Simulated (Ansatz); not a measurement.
Relaxation of ClFGeH$_{3}$ (6 atoms, charge 0, multiplicity 2), to a largest force component of 0.03 eV/Å in at most 50 steps.

Level of theory: UKS r2SCAN/def2-SVP in Ansatz 0.2.0.

```xyz
6
Properties=species:S:1:pos:R:3:forces:R:3
Ge 0.027 -0.047 -0.060 0.04 -0.06 0.08
H -0.019 0.034 1.485 0.00 0.00 0.17
H 1.468 0.026 -0.574 0.00 0.00 0.00
F -0.792 1.372 -0.645 -0.03 0.06 -0.02
H -0.756 -1.258 -0.575 0.00 0.00 0.00
Cl 0.012 -0.020 4.047 0.00 0.00 -0.24
```

Where does it end, and by what steps?

The forces met the threshold. The force dipped under the threshold on the way, but the program's further checks kept it going. After 35 steps the energy has fallen by 0.752 eV; H2 moved furthest, 1.89 Å. Parted: Ge1–H2 (1.55 → 3.60 Å). Joined: H2–Cl6 (2.56 → 1.29 Å).

```tsv
step	energy less start (eV)	largest force component (eV/Å)	accepted
0	0.0000	0.237	yes
2	-0.0549	0.372	yes
4	-0.1599	0.616	yes
6	-0.3441	1.009	yes
8	-0.6431	0.243	yes
10	-0.6896	0.341	yes
12	-0.7039	0.121	yes
14	-0.6747	0.903	no
16	-0.7092	0.263	no
18	-0.7117	0.096	yes
20	-0.7133	0.077	yes
22	-0.6997	0.827	no
24	-0.7203	0.121	yes
26	-0.7254	0.072	yes
28	-0.7344	0.266	yes
30	-0.7457	0.257	yes
32	-0.7455	0.387	no
34	-0.7518	0.048	yes
35	-0.7518	0.019	yes
```

```xyz
6
Properties=species:S:1:pos:R:3
Ge -0.168 0.291 -0.266
H -0.225 0.389 3.333
H 1.378 0.193 -0.260
F -0.579 1.003 -1.817
H -0.856 -1.096 -0.260
Cl 0.390 -0.675 2.949
```

Whether the end is a true minimum wasn't checked by a vibrational analysis.

Run time: 100 s on 4 threads of Arm Neoverse V1, on a shared host, peak memory 0.25 GiB.
